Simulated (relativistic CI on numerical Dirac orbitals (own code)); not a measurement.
# Re⁴⁺: 5p photoemission

Computed with this model: Dirac-Coulomb-Breit CI, separate exchange-only KLI orbitals for each configuration, a model potential for QED, valence Slater integrals scaled by 0.7, multiplet model of photoemission in the sudden approximation; configurations [Xe] 4f14 5d3 → [Kr] 4d10 4f14 5s2 5p5 5d3; 300 K; Lorentzian 1.05 eV and Gaussian 0.6 eV FWHM. Energies are those of the free ion, without screening or charge transfer. The energies are binding energies and can lie tens of eV above those of solids. S is read from ⟨S²⟩ = S(S + 1).

Field parameters in Wybourne normalisation: D3d B²₀ = −7Dσ, B⁴₀ = −14Dq − 21Dτ, B⁴₃ = −14√(10/7) Dq. The field is a parameter set, without covalency.

free ion: ground-state S = 1.38, centroid 99.46 eV. Peaks (eV, height): 93.6 (100), 94.8 (69), 99.6 (20), 109.4 (34), 113.4 (26).

D3d, 10Dq = 20950, Dσ = -1200, Dτ = -220 cm⁻¹: ground-state S = 1.43, centroid 99.59 eV. Peaks (eV, height): 93.6 (100), 101.0 (13), 107.8 (39), 113.6 (14).

Strongest unbroadened transitions for free ion:

| Energy (eV) | Relative strength |
| --- | --- |
| 93.37 | 100.0 |
| 93.52 | 75.3 |
| 93.65 | 36.3 |
| 93.78 | 24.8 |
| 94.73 | 13.7 |
| 94.84 | 80.9 |
| 95.30 | 39.5 |
| 96.12 | 10.6 |
| 99.07 | 9.3 |
| 99.58 | 18.8 |
| 99.88 | 11.9 |
| 100.58 | 8.8 |
| 108.28 | 20.8 |
| 108.56 | 10.0 |
| 108.78 | 19.5 |
| 109.54 | 63.7 |
| 113.34 | 55.9 |
| 113.84 | 7.0 |
